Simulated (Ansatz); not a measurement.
```yaml
crystal:
  periodic: [false, false, false]
  atoms:
    - {symbol: O, position_ang: [-1.667991, -0.381341, 1.581450]}
    - {symbol: C, position_ang: [-0.525104, -0.066373, 1.356644]}
    - {symbol: C, position_ang: [0.202220, -0.580046, 0.169715]}
    - {symbol: O, position_ang: [-0.547140, -1.538201, -0.521874]}
    - {symbol: Si, position_ang: [0.621490, 0.852135, -1.034901]}
    - {symbol: H, position_ang: [0.027656, 0.628123, 2.017967]}
    - {symbol: h, position_ang: [1.161658, -0.994473, 0.520110]}
    - {symbol: H, position_ang: [-1.396837, -1.583961, -0.053455]}
    - {symbol: H, position_ang: [1.349972, 0.267584, -2.184799]}
    - {symbol: H, position_ang: [-0.643864, 1.485121, -1.478712]}
    - {symbol: H, position_ang: [1.483339, 1.854433, -0.351643]}
basis:
  gaussian: {orbitals: cc-pVTZ, fitting: {mean_field: cc-pVTZ-jkfit}}
hamiltonian: {xc: {name: HF}}
correlation: {method: ccsd}
```

```sh
$ ansatz run in.yaml --threads 4 --pin off --events-out ev --progress --plain --max-ram 10444MiB
```

It prints (some lines left out):

```
Error: YAML parse error: error: line 10 column 16: `h` is not an element symbol (H … Og, case-exact)
 8 |     - {symbol: Si, position_ang: [0.621490, 0.852135, -1.034901]}
 9 |     - {symbol: H, position_ang: [0.027656, 0.628123, 2.017967]}
10 |     - {symbol: h, position_ang: [1.161658, -0.994473, 0.520110]}
11 |     - {symbol: H, position_ang: [-1.396837, -1.583961, -0.053455]}
12 |     - {symbol: H, position_ang: [1.349972, 0.267584, -2.184799]}
```

Question: Something in this input is off. What?

Answer: An element symbol is wrong. The input was rejected before any iteration.
